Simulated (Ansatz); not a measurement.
Ansatz (a first-principles code) input for 2-bromoprop-1-ene (C3H5Br), SMILES C=C(C)Br, PBE/def2-SVPD. Geometry optimised at TPSSh-D3(BJ)/def2-SVP.

Ansatz 0.2 input:
```yaml
crystal:
  periodic: [false, false, false]
  atoms:
    - {symbol: C, position_ang: [1.34674761, 1.50315459, -0.00000000]}
    - {symbol: C, position_ang: [0.13198046, 0.94779753, 0.00000000]}
    - {symbol: C, position_ang: [-1.18358525, 1.66220186, 0.00000000]}
    - {symbol: Br, position_ang: [-0.02563088, -0.96316326, -0.00000000]}
    - {symbol: H, position_ang: [2.26190734, 0.90979645, -0.00000000]}
    - {symbol: H, position_ang: [1.43836822, 2.59321425, 0.00000000]}
    - {symbol: H, position_ang: [-1.77632060, 1.38915322, 0.88760124]}
    - {symbol: H, position_ang: [-1.02141065, 2.75047303, -0.00000000]}
    - {symbol: H, position_ang: [-1.77632060, 1.38915322, -0.88760126]}
basis:
  gaussian:
    orbitals: def2-SVPD
hamiltonian:
  xc: {name: PBE}
```

Program output:

```
WARN ansatz: RAYON_NUM_THREADS=1 ignored (pool sized by the plan → 1); use --threads N
Functional definition: PBE
integrals: 0.08 GiB planned
1266 factors; their error is unknown
mean field: 0.49 GiB planned
mean field evaluation 1: about -73202.0535 eV, gradient 6.5e1 eV
mean field evaluation 2: about -73178.4534 eV, gradient 1.1e2 eV
mean field evaluation 4: about -73212.7325 eV, gradient 1.1e1 eV
mean field evaluation 8: about -73213.0316 eV, gradient 1.9e-1 eV
mean field evaluation 16: about -73212.9628 eV, gradient 2.0e-4 eV
mean field -73212.96280260 eV, -2690.5267574670 hartree, gradient 2.9e-5 eV, S^2 0.000000; 0 other end points of the search recorded, 0 dependent functions left out
reference -73212.96285333 eV, -2690.5267593315 hartree; 29, 29 occupied and 112, 112 virtual orbitals, 1266 factors
Total energy: -73212.96285333 eV, -2690.5267593315 hartree
```

Self-consistency was reached.
